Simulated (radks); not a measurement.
Ag, configuration [Kr] 4d10 5s1. All-electron calculation, Dirac Kohn-Sham, PBEsol, spin-unpolarised, spherical densities, point nucleus. Program: a radial shooting solver on a logarithmic mesh with Libxc functionals.

Spin-orbit splittings of the eigenvalues, e(l+1/2) - e(l-1/2), with zeta = 2 splitting/(2l+1) and mean radii in bohr:

shell  occ.  splitting (eV)  zeta (eV)  <r> j=l-1/2  <r> j=l+1/2
2p        6           175.2      116.8       0.1141       0.1192
3p        6           30.92      20.61       0.3602       0.3711
3d       10           6.228      2.491       0.3438       0.3474
4p        6           5.109      3.406       0.9795        1.011
4d       10          0.5581     0.2232        1.403        1.430
